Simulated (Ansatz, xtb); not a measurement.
**C4H4O3S: which of two isomers lies lower**

Structure I is `CSc1coc(=O)o1`, a singlet and structure II is `O=c1occ(CS)o1`, a singlet. Both are isolated molecules in the gas phase, relaxed with B3LYP/def2-SVP; the shapes shown needn't be the lowest conformers.

I (Å):

```xyz
12

C     1.0858   -1.3720    0.2200
C    -1.0965   -1.0487   -1.4282
C    -2.2001   -0.2938   -1.5585
C    -1.1048   -0.1743   -3.4846
O    -2.2338    0.2382   -2.8245
O    -0.7972    0.1191   -4.5925
O    -0.4005   -0.9786   -2.6320
S    -0.5568   -2.0985   -0.1500
H     0.9839   -0.3555    0.6251
H     1.7150   -1.3688   -0.6801
H     1.5384   -2.0274    0.9773
H    -3.0180   -0.0637   -0.8829
```

II (Å):

```json
{"atom": "C", "x (Å)": "-3.3033", "y (Å)": "1.4202", "z (Å)": "-0.1433"}
{"atom": "C", "x (Å)": "-2.5096", "y (Å)": "-0.6410", "z (Å)": "-0.3507"}
{"atom": "C", "x (Å)": "-1.4733", "y (Å)": "0.1947", "z (Å)": "-0.5064"}
{"atom": "C", "x (Å)": "-0.0318", "y (Å)": "0.0171", "z (Å)": "-0.7872"}
{"atom": "O", "x (Å)": "-4.0327", "y (Å)": "2.3428", "z (Å)": "0.0168"}
{"atom": "O", "x (Å)": "-3.6495", "y (Å)": "0.0983", "z (Å)": "-0.1231"}
{"atom": "O", "x (Å)": "-1.9550", "y (Å)": "1.4862", "z (Å)": "-0.3783"}
{"atom": "S", "x (Å)": "0.4885", "y (Å)": "0.6062", "z (Å)": "-2.4606"}
{"atom": "H", "x (Å)": "-2.6020", "y (Å)": "-1.7224", "z (Å)": "-0.3735"}
{"atom": "H", "x (Å)": "0.5765", "y (Å)": "0.5220", "z (Å)": "-0.0210"}
{"atom": "H", "x (Å)": "0.2158", "y (Å)": "-1.0531", "z (Å)": "-0.7615"}
{"atom": "H", "x (Å)": "0.1976", "y (Å)": "1.9090", "z (Å)": "-2.2408"}
```

Quicker runs give these differences E(II) − E(I): GFN2-xTB −13.2 kJ/mol; HF/STO-3G +28.1 kJ/mol (at GFN2-xTB geometries); r2SCAN-D4/def2-SVP −19.5 kJ/mol (at GFN2-xTB geometries).

Task: Estimate which is lower in electronic energy at CCSD(T)/def2-SVP + ΔMP2/def2-TZVPP, and by roughly how much.

Result: The CCSD(T)/def2-SVP + ΔMP2/def2-TZVPP calculation puts structure II lower, by 10.0 kJ/mol.

How the difference moves with the method:

```csv
level,geometry,E(II) − E(I) (kJ/mol),departure from the last row (kJ/mol),"job, with rough time for the two"
GFN2-xTB,GFN2-xTB,−13.2,−3.2,"optimisation, 0.42 s"
HF/STO-3G,GFN2-xTB,+28.1,+38.1,"single point, 0.4 s"
r2SCAN-D4/def2-SVP,GFN2-xTB,−19.5,−9.5,"single point, 3.6 s"
B3LYP/def2-SVP,B3LYP/def2-SVP,−16.0,−6.0,"optimisation, 63 s"
HF/def2-SVP,B3LYP/def2-SVP,−26.2,−16.2,part of the CCSD(T) run
MP2/def2-SVP,B3LYP/def2-SVP,−18.5,−8.5,part of the CCSD(T) run
CCSD(T)/def2-SVP,B3LYP/def2-SVP,−20.7,−10.7,single point
CCSD(T)/def2-SVP + ΔMP2/def2-TZVPP,B3LYP/def2-SVP,−10.0,,"single point, 67 s"
```

As drawn, II has 1 C–C, 1 S–H in place of 1 C–S, 1 C–H.

HF/STO-3G puts the two in the other order. The largest departure from CCSD(T)/def2-SVP + ΔMP2/def2-TZVPP is that of HF/STO-3G, 38.1 kJ/mol. The last row adds to CCSD(T) the change of the MP2 difference between the two basis sets, here +10.7 kJ/mol.

With thermal terms from frequencies at re-optimised GFN2-xTB minima (ideal gas, soft modes damped towards free rotors, one conformer each, 298.15 K, 1 atm): on the last row, ΔE + ΔZPE = −14.3, ΔH = −15.0, ΔG = −13.8 kJ/mol.

The correlated steps freeze 12 core orbitals. Programs: Ansatz 0.2.0, xtb 6.7.1; the last row on 4 threads of Arm Neoverse V1 on a shared host.
